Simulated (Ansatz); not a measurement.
Cartesian coordinates in Å:
```
F 1.6150 -0.6240 1.0441
C 0.4460 -0.2317 0.3863
Si 0.7749 1.2750 -0.6890
N -0.7154 -0.2943 1.2191
Si -0.8809 -1.4852 0.0150
H 1.0003 2.4785 0.1585
H -0.4358 1.4948 -1.5247
H 1.9547 1.0504 -1.5596
H -1.1650 0.5094 1.6258
H -0.7926 -2.8931 0.4525
H -1.8011 -1.2799 -1.1280
```

Charge 0, multiplicity 1.

Task: List the PBE0/def2-TZVPP orbital energies in eV (Ansatz). (Best estimate.)

Result: Computed: Occupied: -1803.22, -1802.54, -673.42, -391.59, -280.75, -145.54, -144.90, -100.23, -100.20, -100.16, -99.56, -99.55, -99.55, -33.11, -25.63, -18.08, -16.31, -15.09, -13.94, -12.63, -12.37, -11.58, -10.51, -9.92, -9.81, -9.35, -7.80, -7.45. Lowest empty: -0.61, 0.34, 0.85, 1.15, 1.32, 1.52, 1.86, 2.21.
